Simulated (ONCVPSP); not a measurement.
## samarium: one change to an ONCV potential, before and after

* Element: samarium
* Generator: ONCVPSP 4.0.1
* Type: optimised norm-conserving Vanderbilt (ONCV)
* Functional: PBE
* Relativity: scalar-relativistic
* Frozen core: [Kr] 4d10 4f5
* Valence charge: 11
* Reference configuration: 5s2 5p6 5d1 6s2
* Partial waves: 5s+6s: rc 2.30 bohr, ncon 3, nbas 6, qcut 4 1/bohr, 2 projectors; 5p: rc 2.20 bohr, ncon 4, nbas 7, qcut 5.1 1/bohr, 2 projectors, debl 0.9 Ha; 5d: rc 2.60 bohr, ncon 4, nbas 8, qcut 3.1 1/bohr, 3 projectors, debl 3.6 Ha
* Local potential: polynomial inside 2.15 bohr (lpopt 4, dvloc0 3 Ha)
* Core correction: polynomial model core, fcfact 0.55

In the p channel the program set the typed energies aside and used -0.955, 0.250 Ha.

Change: core correction Teter function, fcfact 3.5, rcfact 1.5.

Cutoffs: the cutoffs (Ha) at which the residual kinetic energy of the hardest occupied pseudo-wave falls to 1 and 0.1 mHa per electron; they do not see the model core or the augmentation charge, which bear on the density cutoff. Errors are all-electron minus pseudo energies relative to the spin-unpolarised reference configuration.

Predict the effect on cutoff, ghosts and configuration errors.

The potential gets neither clearly harder nor softer (18 Ha and 33 Ha → 18 Ha and 33 Ha); of the 3 tests that both files solve, the error grows in 0 and shrinks in 3 by more than 15 % and 0.3 meV (median size 27.8 → 1.9 meV); neither file shows a bound ghost. A model core, the more so a compact one, raises the density cutoff, which this test does not measure.

| quantity | base | changed |
| --- | --- | --- |
| cutoff, loose | 18 Ha | 18 Ha |
| cutoff, tight | 33 Ha | 33 Ha |
| bound ghosts | none | none |
| GHOST(+) flags under 300 eV | none | none |
| tests counted as reliable (solved cleanly; for ONCVPSP, near-neutral configurations with less than one 5d electron left out) | 3 of 4 | 3 of 4 |
| error for 5s2 5p6 5d1 6s1, meV [ΔE 6.45 eV] | -4.8 | -1.3 |
| error for 5s2 5p6 5d1 6s0, meV [ΔE 18.22 eV] | -28 | -1.9 |
| error for 5s2 5p6 5d0 6s0, meV [ΔE 37.93 eV] | -100 | -53 |
| s: phases at 2.33 bohr within 0.05 rad from the reference energy up to (Ha; the scan ends near 5) | 3.8 | 3.8 |
| p: phases at 2.24 bohr within 0.05 rad from the reference energy up to (Ha; the scan ends near 5) | to the end of the scan | to the end of the scan |
| d: phases at 2.64 bohr within 0.05 rad from the reference energy up to (Ha; the scan ends near 5) | to the end of the scan | to the end of the scan |
| rms error of d²Exc/dni dnj with the model core, mHa | 1.75 | 1.08 |
